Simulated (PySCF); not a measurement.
PySCF input (HF/def2-TZVPD):

```python
from pyscf import gto, scf, dft

mol = gto.M(
    atom='''
    C     0.55798013   -0.80249177    0.02841444
    C    -0.70200109   -0.40341838    0.06593373
    F    -1.74277738   -1.28535688    0.18411089
    F    -1.29708299    0.83279059    0.00825950
    Cl    1.66016877    0.66520926   -0.13514250
    ''',
    basis='def2-tzvpd',
    charge=-1,
    spin=0,
    verbose=4,
)

mf = scf.RHF(mol).density_fit(auxbasis='def2-universal-jkfit')
mf.conv_tol = 1e-9
mf.max_cycle = 100
mf.max_memory = 1500
mf.kernel()
if not mf.converged:
    mf = mf.newton()
    mf.kernel(mf.make_rdm1())
mf.analyze()
```

End of the output:

```
Extra cycle  E= -734.171414872618  delta_E= -6.87e-11  |g|= 6.69e-06  |ddm|= 3.82e-05
converged SCF energy = -734.171414872618
**** SCF Summaries ****
Total Energy =                        -734.171414872618357
Nuclear Repulsion Energy =             197.431260219540462
One-electron Energy =                -1419.117864285054111
Two-electron Energy =                  487.515189192895264
Two-electron Coulomb Energy =          545.752152465392214
DFT Exchange-Correlation Energy =      -58.236963272496951
HOMO-LUMO gap [eV] =                     9.197449107697214
**** MO energy ****
MO #1   energy= -104.631249102994  occ= 2
MO #2   energy= -26.1378407424497  occ= 2
MO #3   energy= -26.1347566490358  occ= 2
MO #4   energy= -11.1873883465636  occ= 2
MO #5   energy= -11.0520541534343  occ= 2
MO #6   energy= -10.3582832508679  occ= 2
MO #7   energy= -7.82515840049271  occ= 2
MO #8   energy= -7.82414048869591  occ= 2
MO #9   energy= -7.82405046608275  occ= 2
MO #10  energy= -1.47560130308277  occ= 2
MO #11  energy= -1.41566405459719  occ= 2
MO #12  energy= -0.921671172622482 occ= 2
MO #13  energy= -0.79722380125569  occ= 2
MO #14  energy= -0.643249527712335 occ= 2
MO #15  energy= -0.571903647869033 occ= 2
MO #16  energy= -0.547681022364877 occ= 2
MO #17  energy= -0.506439718515702 occ= 2
MO #18  energy= -0.485188856315508 occ= 2
MO #19  energy= -0.455585928111655 occ= 2
MO #20  energy= -0.366137860533051 occ= 2
MO #21  energy= -0.290388871657067 occ= 2
MO #22  energy= -0.278431923484636 occ= 2
MO #23  energy= -0.157130631104416 occ= 2
MO #24  energy= -0.156518913834956 occ= 2
MO #25  energy= 0.181481109425058  occ= 0
MO #26  energy= 0.201504225404316  occ= 0
MO #27  energy= 0.212859672416333  occ= 0
MO #28  energy= 0.227974788726783  occ= 0
MO #29  energy= 0.238810195033309  occ= 0
MO #30  energy= 0.263313659258384  occ= 0
MO #31  energy= 0.271759960440318  occ= 0
MO #32  energy= 0.30212766305975   occ= 0
MO #33  energy= 0.305846248657049  occ= 0
MO #34  energy= 0.31674489935873   occ= 0
MO #35  energy= 0.330789236310501  occ= 0
MO #36  energy= 0.357723529773788  occ= 0
MO #37  energy= 0.373084666750264  occ= 0
MO #38  energy= 0.405219528397566  occ= 0
MO #39  energy= 0.441349373777392  occ= 0
MO #40  energy= 0.451356684812286  occ= 0
MO #41  energy= 0.470926864050302  occ= 0
MO #42  energy= 0.480003374516925  occ= 0
MO #43  energy= 0.495469157201097  occ= 0
MO #44  energy= 0.496718572046323  occ= 0
MO #45  energy= 0.512448470223645  occ= 0
MO #46  energy= 0.522385598297288  occ= 0
MO #47  energy= 0.532228374476668  occ= 0
MO #48  energy= 0.535162291244016  occ= 0
MO #49  energy= 0.557326282019068  occ= 0
MO #50  energy= 0.569210351795006  occ= 0
MO #51  energy= 0.589803719983602  occ= 0
MO #52  energy= 0.632521115043448  occ= 0
MO #53  energy= 0.637157829596396  occ= 0
MO #54  energy= 0.642357749393083  occ= 0
MO #55  energy= 0.664599172546267  occ= 0
MO #56  energy= 0.670548195791811  occ= 0
MO #57  energy= 0.689493844998354  occ= 0
MO #58  energy= 0.702299402228465  occ= 0
MO #59  energy= 0.725090003592659  occ= 0
MO #60  energy= 0.738888556209585  occ= 0
MO #61  energy= 0.745201914655562  occ= 0
MO #62  energy= 0.794364201849404  occ= 0
MO #63  energy= 0.815865556161205  occ= 0
MO #64  energy= 0.861350942103775  occ= 0
MO #65  energy= 0.873248811974163  occ= 0
MO #66  energy= 0.902916375291596  occ= 0
MO #67  energy= 0.915446411793395  occ= 0
MO #68  energy= 0.934972945866791  occ= 0
MO #69  energy= 0.94735205020371   occ= 0
MO #70  energy= 0.947607945112037  occ= 0
MO #71  energy= 0.964911422889842  occ= 0
MO #72  energy= 0.987832639206331  occ= 0
MO #73  energy= 0.990915661751008  occ= 0
MO #74  energy= 0.99939740675797   occ= 0
MO #75  energy= 1.00767490022462   occ= 0
MO #76  energy= 1.02167453017354   occ= 0
MO #77  energy= 1.03224791072593   occ= 0
MO #78  energy= 1.06199901597289   occ= 0
MO #79  energy= 1.07178409412024   occ= 0
MO #80  energy= 1.1309041909617    occ= 0
MO #81  energy= 1.14378547680233   occ= 0
MO #82  energy= 1.14841083875745   occ= 0
MO #83  energy= 1.18323383486944   occ= 0
MO #84  energy= 1.19462844526785   occ= 0
MO #85  energy= 1.24216722647852   occ= 0
MO #86  energy= 1.27033759278702   occ= 0
MO #87  energy= 1.33280222047323   occ= 0
MO #88  energy= 1.37636211139793   occ= 0
MO #89  energy= 1.37939955378233   occ= 0
MO #90  energy= 1.39911032870417   occ= 0
MO #91  energy= 1.4361184688501    occ= 0
MO #92  energy= 1.43723351915855   occ= 0
MO #93  energy= 1.50196513303808   occ= 0
MO #94  energy= 1.60713609457676   occ= 0
MO #95  energy= 1.63937981750227   occ= 0
MO #96  energy= 1.64133035190226   occ= 0
MO #97  energy= 1.653249186494     occ= 0
MO #98  energy= 1.67195091901769   occ= 0
MO #99  energy= 1.72256868271184   occ= 0
MO #100 energy= 1.77485566925873   occ= 0
MO #101 energy= 1.80183754444539   occ= 0
MO #102 energy= 1.88285779189055   occ= 0
MO #103 energy= 2.04177376851653   occ= 0
MO #104 energy= 2.0974172096026    occ= 0
MO #105 energy= 2.17123881377217   occ= 0
MO #106 energy= 2.2592726413062    occ= 0
MO #107 energy= 2.34938271838934   occ= 0
[...]
```

It need not be the lowest isomer of its formula. Whether it binds its extra electron was not tested at this geometry.
